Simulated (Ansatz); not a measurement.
A nudged elastic band was laid between two geometries of Cl2GaH (4 atoms, charge 0, multiplicity 1).

Theory: RKS B3LYP-D4/def2-SVP in Ansatz 0.2.0.

```
movable images  : 5
climbing image  : yes
spring          : 5.0 eV/Å²
optimiser       : quadratic models (default)
start path      : through a guess of the saddle point
force threshold : 0.05 eV/Å
iteration limit : 60
end points      : relaxed
```

Image 0:

```xyz
4
Properties=species:S:1:pos:R:3
Ga 0.317 0.000 0.384
H 0.091 0.000 1.917
Cl 2.282 0.000 -0.488
Cl -1.313 0.000 -1.018
```

Image 6:

```xyz
4
Properties=species:S:1:pos:R:3
Ga -1.297 0.000 0.414
H 2.013 0.000 1.750
Cl 1.979 0.000 0.459
Cl -1.317 0.000 -1.827
```

Q: What changes between the two ends?

A: Bonds broken: Ga1–H2, Ga1–Cl3. Bonds formed: H2–Cl3. Cl2GaH becomes ClGa + ClH.

Q: Give the energies along the band, and the barrier.

A: It converged. The highest image is number 2 of 0 to 6, 2.16 eV above the first end and 1.28 eV above the last; the last end lies 0.88 eV above the first. Neighbouring images differ by up to 1.4 eV, so the band resolves the path poorly. A vibrational analysis at the climbing image gives one clearly imaginary mode, 1031i cm⁻¹: a first-order saddle point. The orbitals stay closed-shell, which can raise the energy where a bond breaks towards radicals; this wasn't checked here.

```json
{"image": "0", "path coordinate (Å)": "0.00", "energy (eV)": "0.00", "Ga1–H2 (Å)": "1.55", "Ga1–Cl3 (Å)": "2.15", "H2–Cl3 (Å)": "3.25"}
{"image": "1", "path coordinate (Å)": "0.70", "energy (eV)": "0.75", "Ga1–H2 (Å)": "1.52", "Ga1–Cl3 (Å)": "2.20", "H2–Cl3 (Å)": "2.52"}
{"image": "2", "path coordinate (Å)": "1.40", "energy (eV)": "2.16", "Ga1–H2 (Å)": "1.62", "Ga1–Cl3 (Å)": "2.50", "H2–Cl3 (Å)": "1.81"}
{"image": "3", "path coordinate (Å)": "1.85", "energy (eV)": "1.44", "Ga1–H2 (Å)": "1.94", "Ga1–Cl3 (Å)": "2.75", "H2–Cl3 (Å)": "1.40"}
{"image": "4", "path coordinate (Å)": "2.29", "energy (eV)": "0.98", "Ga1–H2 (Å)": "2.49", "Ga1–Cl3 (Å)": "3.18", "H2–Cl3 (Å)": "1.30"}
{"image": "5", "path coordinate (Å)": "2.73", "energy (eV)": "0.91", "Ga1–H2 (Å)": "3.06", "Ga1–Cl3 (Å)": "3.32", "H2–Cl3 (Å)": "1.29"}
{"image": "6", "path coordinate (Å)": "3.18", "energy (eV)": "0.88", "Ga1–H2 (Å)": "3.57", "Ga1–Cl3 (Å)": "3.28", "H2–Cl3 (Å)": "1.29"}
```

Q: What is the geometry of the highest image?

A: 
```xyz
4
Properties=species:S:1:pos:R:3
Ga -0.307 0.000 0.521
H 1.000 0.000 1.476
Cl 2.161 0.000 0.089
Cl -1.477 0.000 -1.290
```

The band took 10 iterations and about 2.4 core-minutes.

Time of the run: 2.4 min on 1 thread of Arm Neoverse V2, with other jobs on the host, peak memory 0.15 GiB.
